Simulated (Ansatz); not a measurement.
**Energy profile**

The step: AlN₂H₅ ([NH2][AlH][NH2]) + NH₃ → AlN₃H₆ ([NH2][Al]([NH2])[NH2]) + H₂; bonds formed: H2–H5; dative contacts that become bonds: Al1–N6; bonds broken: Al1–H2, H5–N6 (atoms numbered as in the saddle structure below).

Al1  (-0.093, 0.118, 0.191)
H2  (0.814, -1.182, 1.111)
N3  (0.542, 1.772, 0.307)
N4  (-1.790, -0.252, 0.563)
H5  (0.990, -1.334, 0.115)
N6  (0.769, -0.893, -1.166)
H7  (1.338, 2.125, -0.197)
H8  (0.277, 2.427, 1.024)
H9  (-2.552, 0.398, 0.461)
H10  (-2.111, -1.093, 1.013)
H11  (1.584, -0.569, -1.670)
H12  (0.231, -1.517, -1.752)
(Å)

Electronic energies by CCSD(T) at an estimated basis limit (MP2 extrapolated from triple and quadruple zeta, plus CCSD(T) − MP2 in triple zeta), on PBE0-D4/def2-TZVP structures; AlN3H8, closed shell; no counterpoise correction. Program: Ansatz 0.2.0. Basis: def2-TZVPP and def2-QZVPP. Cores are frozen in the correlated methods. Extrapolation: Hartree–Fock as exp(−7.88 √X), correlation as X^−2.97.

Question: Give the profile in kcal/mol, counted from the separated reactants. (Judge from chemistry; the value comes from the calculation.)

Answer: Computed:
| point | kcal/mol |
| --- | --- |
| separated: AlN2H5 (linked as [NH2][AlH][NH2]; Al1, H2, N3, N4, H7, H8, H9, H10; singlet) + NH3 (H5, N6, H11, H12; singlet) | 0.00 |
| start structure | -20.76 |
| saddle | 10.36 |
| end structure | -14.42 |
| separated: AlN3H6 (linked as [NH2][Al]([NH2])[NH2]; Al1, N3, N4, N6, H7, H8, H9, H10, H11, H12; singlet) + H2 (H2, H5; singlet) | -14.04 |

T1 diagnostic: at most 0.012.

The step is the kind of exchange with an N–H group that builds nitride films in atomic layer and chemical vapour deposition.

For scale, one of the runs: CCSD(T)/def2-TZVPP, 247 basis functions, launched by `ansatz run in.yaml --threads 4 --pin off --events-out ev --progress --plain --max-ram 9574MiB`. Time: 120 s of wall clock on 4 CPU threads of an Arm Neoverse V1; the host was shared. Peak host memory: 5.1 GiB.
